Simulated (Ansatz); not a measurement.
**Abstraction of F: C2HF5O + C3H4B → C2HF4O + C3H4BF**

Species: C2HF5O ((difluoromethoxy)(trifluoro)methane) `FC(F)OC(F)(F)F`, singlet; C3H4B `C#C[B]C`, doublet; C2HF4O `F[C](F)OC(F)F`, doublet; C3H4BF `C#CB(C)F`, singlet. A radical takes F: the energy is the difference in strength between the C–F bond broken and the B–F bond made.

Shapes, held fixed at every level: PBE0-D4/def2-TZVP. Flexible molecules stand in one conformer, not always the lowest. Programs: Ansatz 0.2.0. Electronic energies: no zero-point or thermal term.

Question: Estimate ΔE of this reaction.

Answer: B2PLYP/def2-TZVPP gives ΔE = -160.3 kJ/mol; the levels span -163.0 to -141.5. The median of the levels is -149.7. No measured value is set beside it here. Spin contamination: C3H4B (⟨S²⟩ up to 0.91). Open shells run unrestricted.

| level | kind | ΔE (kJ/mol) |
| --- | --- | --- |
| HF/def2-TZVPP | Hartree–Fock | -163.0 |
| PBE-D4/def2-TZVPP | GGA | -143.6 |
| r2SCAN-D4/def2-TZVPP | meta-GGA | -141.5 |
| PBE0-D4/def2-TZVPP | global hybrid | -144.4 |
| wB97M-V/def2-TZVPP | range-separated hybrid | -149.7 |
| wB97X-V/def2-TZVPP | range-separated hybrid | -152.9 |
| B2PLYP/def2-TZVPP | double hybrid | -160.3 |
